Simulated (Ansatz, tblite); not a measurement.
Cost and result up the ladder for the cluster GeF2⁻ (the lowest doublet isomer of a short search) (3 atoms). Charge -1, multiplicity 2. Geometry: PBE-D4/def2-TZVPD.

Cartesian coordinates in Å:
```
Ge 0.280 0.164 -0.773
F 0.918 0.637 0.922
F -1.197 -0.801 -0.148
```

Ansatz on 4 threads of Arm Neoverse V1 on a shared host; xTB runs through tblite on one thread. Times are rough, summed over both states, and most runs start from the orbitals of an earlier one. CCSD(T)/def2-TZVPPD serves as the yardstick here, not as an exact answer. The other state is a singlet.

The xTB rows come from tblite. Correlated methods freeze 11 core orbitals; core or outer-core shells of Ge are correlated, in sets that lack core-valence functions. The structure comes from a short search, and lower isomers may exist.

Correlated methods converge slowly with the basis.

Raw xTB energies of ions are shifted by several eV, and xTB has no spin-polarisation term.

```csv
level,functions,vertical IE (eV),difference from CCSD(T)/def2-TZVPPD (eV),remarks
PBE-D4/def2-TZVPD,134,0.89,-0.05,HOMO above zero (-1 doublet)
PBE0-D4/def2-TZVPD,134,1.05,0.11,HOMO above zero (-1 doublet)
GFN1-xTB,17,5.01,4.07,–
CCSD(T)/def2-TZVPPD,134,0.94,0.00,–
r2SCAN-D4/def2-TZVPD,134,1.08,0.13,HOMO above zero (-1 doublet)
GFN2-xTB,17,3.59,2.65,–
```

(1) Estimate how long each takes.

Answers

(1) GFN1-xTB 0.004 s; GFN2-xTB 0.004 s; PBE-D4/def2-TZVPD 1.9 s; PBE0-D4/def2-TZVPD 2.8 s; r2SCAN-D4/def2-TZVPD 4.7 s; CCSD(T)/def2-TZVPPD 15 s. On shared hardware such times vary by a factor of up to 3.
